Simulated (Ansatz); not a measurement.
## C2H5Ge−: where a starting geometry ends

The starting geometry of this gas-phase singlet was optimised with GFN2-xTB.

```xyz
8

C    -0.2895   -0.4904    1.7540
C    -0.0786    0.3932    0.5533
Ge    1.6091    0.8059   -0.0319
H    -0.8564   -1.4101    1.5211
H     0.6702   -0.8079    2.1733
H    -0.8450    0.0091    2.5685
H    -1.0278    0.7189    0.1198
H     1.1314    1.9154   -1.5438
```

**Question.** Where would you expect an optimisation with PBE0-D3(BJ)/def2-SVPD to take it?

**Answer.** It keeps its bonds, and is `[H]/[Ge-]=[CH]/C`. Distances that change by over a tenth: Ge3–H8 (1.94 → 1.62 Å).

The energy falls by 0.35 eV over 6 steps:

```
step  E − E(last) (eV)
   1             0.350
   2             0.025
   3             0.008
   4             0.007
   5             0.000
   6             0.000
```

Final geometry (Å):

```yaml
atoms:
  - { symbol: C, position_ang: [-0.2801, -0.4800, 1.7392] }
  - { symbol: C, position_ang: [-0.0623, 0.3994, 0.5398] }
  - { symbol: Ge, position_ang: [1.5985, 0.8682, -0.1181] }
  - { symbol: H, position_ang: [-0.8554, -1.4026, 1.5100] }
  - { symbol: H, position_ang: [0.6830, -0.8067, 2.1707] }
  - { symbol: H, position_ang: [-0.8413, 0.0215, 2.5566] }
  - { symbol: H, position_ang: [-0.9919, 0.7548, 0.0679] }
  - { symbol: H, position_ang: [1.0630, 1.7795, -1.3519] }
```

Frequencies at the end are all real (lowest 221 cm⁻¹). Run with Ansatz 0.2.0, 17 s on 2 threads of Arm Neoverse V1 (shared host).
